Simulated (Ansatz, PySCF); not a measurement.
Species: diboron tetrafluoride, B2F4 (charge 0, singlet). SMILES: FB(F)B(F)F
Structure (B3LYP-D3(BJ)/def2-TZVP (Ansatz, an electronic-structure program) minimum search):
```xyz
6

F     -1.5495    -0.8754     0.7120
B     -0.8563    -0.0458    -0.0490
F     -1.5426     0.7102    -0.8889
B      0.8563     0.0458     0.0490
F      1.6339    -0.7156    -0.7017
F      1.4582     0.8808     0.8786
```
Charge 0, spin multiplicity 1.

PBE beside other levels, property by property. Valence correlation only, unless marked. UHF or UKS for open shells. Spin-orbit coupling is left out. Non-relativistic. Basis-set limits of correlation are two-point, X^-3; Hartree-Fock from the larger set. The bracket is a focal-point correction in the basis named. Rows marked 298 K are enthalpies with B3LYP-D3(BJ) harmonic zero-point and thermal terms. Atomisation energies are electronic, to ground-state atoms; the column to compare with has the core term from cc-pwCVTZ added, other frozen-core levels have none. Frequencies are from Ansatz or PySCF. The coupled-cluster column (Ansatz) is a level with limits of its own: (a) RI-MP2/CBS(cc-pVTZ,cc-pVQZ)+[CCSD(T)-MP2]/cc-pVTZ; (b) CCSD(T)/CBS(cc-pVTZ,cc-pVQZ).

```json
[
 {"property": "B-F bond dissociation enthalpy, 298 K, to F atom + F[B]B(F)F (kcal/mol)", "SVWN5/def2-TZVPD (Ansatz)": "187.8", "wB97M-V/def2-TZVPD (Ansatz)": "166.6", "RI-MP2/CBS(cc-pVTZ,cc-pVQZ) (Ansatz)": "177.2", "coupled cluster": "169.3 (a)"},
 {"property": "atomisation energy (kcal/mol)", "SVWN5/def2-TZVPD (Ansatz)": "817.2", "wB97M-V/def2-TZVPD (Ansatz)": "698.7", "RI-MP2/CBS(cc-pVTZ,cc-pVQZ) (Ansatz)": "735.6", "coupled cluster": "699.4 (b)"},
 {"property": "B-B bond dissociation enthalpy, 298 K, to F[B]F + F[B]F (kcal/mol)", "SVWN5/def2-TZVPD (Ansatz)": "110.0", "wB97M-V/def2-TZVPD (Ansatz)": "104.9", "RI-MP2/CBS(cc-pVTZ,cc-pVQZ) (Ansatz)": "102.4", "coupled cluster": "103.2 (b)"}
]
```

Problem. What does PBE/def2-TZVPD (Ansatz) give for each property, and on which side of coupled cluster does it fall?

Solution. 
- B-F bond dissociation enthalpy, 298 K, to F atom + F[B]B(F)F: PBE lies 4.4 kcal/mol below coupled cluster; PBE gives 164.9 kcal/mol.
- atomisation energy: PBE lies 19.0 kcal/mol above coupled cluster; PBE gives 718.4 kcal/mol.
- B-B bond dissociation enthalpy, 298 K, to F[B]F + F[B]F: PBE lies 6.2 kcal/mol below coupled cluster; PBE gives 97.0 kcal/mol.
